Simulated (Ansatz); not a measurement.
Cost and result for the atomization energy of `O[SiH](O)[SiH](F)F` (10 atoms, 9 bonds).

Z-matrix (Å, degrees):
```
Si
O 1 1.636
Si 1 2.350 2 103.8
O 1 1.646 2 109.7 3 118.1
H 1 1.493 2 112.2 3 -121.6
H 2 0.959 1 119.0 3 -178.3
F 3 1.598 1 108.1 2 174.3
F 3 1.595 1 110.3 2 -69.6
H 3 1.482 1 116.8 2 53.3
H 4 0.958 1 118.0 2 143.4
```

Total charge 0; spin multiplicity 1. The geometry is a stationary point of PBE0-D4/def2-TZVP. It is one conformer, not always the lowest. Program: Ansatz. Hardware: A = 2 threads of an AMD EPYC 7R13 on a shared host; B = 2 threads of an AMD EPYC 7R13 on a shared host and a share of an NVIDIA H100 80 GB. Times are those of one run each, without the atoms' runs, and a repeat can differ threefold. Electronic energies, without spin–orbit coupling; frozen cores. CCSD(T)/CBS adds CCSD(T) − MP2 in def2-TZVPP to the MP2 limit, and its time is that of the two runs behind it. T1 = 0.012. B3LYP takes the VWN-RPA correlation (the form of Gaussian; ORCA's B3LYP/G).

CCSD(T)/CBS is a level of theory with its own doubt, some kJ/mol a heavy atom from the limit and from the frozen cores, so smaller differences don't rank the functionals.

| level | functions | wall time | atomization (kJ/mol) | difference from CCSD(T)/CBS | per bond |
| --- | --- | --- | --- | --- | --- |
| PBE-D4/def2-TZVPP (with forces) [A] | 264 | 3.4 s | 3913.8 | -2.8 | -0.3 |
| PBE0-D4/def2-TZVPP [A] | 264 | 4.9 s | 3821.2 | -95.4 | -10.6 |
| r2SCAN-D4/def2-TZVPP (with forces) [A] | 264 | 7 s | 3886.7 | -29.9 | -3.3 |
| B3LYP-D4/def2-TZVPP (with forces) [A] | 264 | 7.5 s | 3856.1 | -60.5 | -6.7 |
| B2PLYP/def2-TZVPP [A] | 264 | 8.5 s | 3838.5 | -78.1 | -8.7 |
| ωB97X-V/def2-TZVPP [A] | 264 | 11 s | 3899.4 | -17.2 | -1.9 |
| ωB97M-V/def2-TZVPP (with forces) [A] | 264 | 16 s | 3889.2 | -27.4 | -3.0 |
| CCSD(T)/def2-TZVPP [B] | 264 | 31 s | 3784.7 | -131.9 | -14.7 |
| MP2/def2-QZVPP [B] | 488 | 31 s | 3988.3 | 71.7 | 8.0 |
| CCSD(T)/CBS(def2) | – | 62 s | 3916.6 | 0.0 | 0.0 |

In def2-TZVPP, CCSD(T) changes the Hartree–Fock value by +975.8 kJ/mol (the triples alone add +57.4 kJ/mol) and MP2 by +1098.7 kJ/mol; breaking electron pairs costs correlation energy, which Hartree–Fock lacks. The D4 term adds +35.4 kJ/mol with B3LYP and +18.6 kJ/mol with PBE0; it sums over pairs of atoms, weighted by their polarisabilities, and B3LYP, whose exchange is more repulsive, gets the larger term. From PBE to PBE0 (25 % exact exchange), in def2-TZVPP and without D4, the atomization energy moves by −89.3 kJ/mol: exact exchange takes away binding that semilocal exchange gives to molecules.
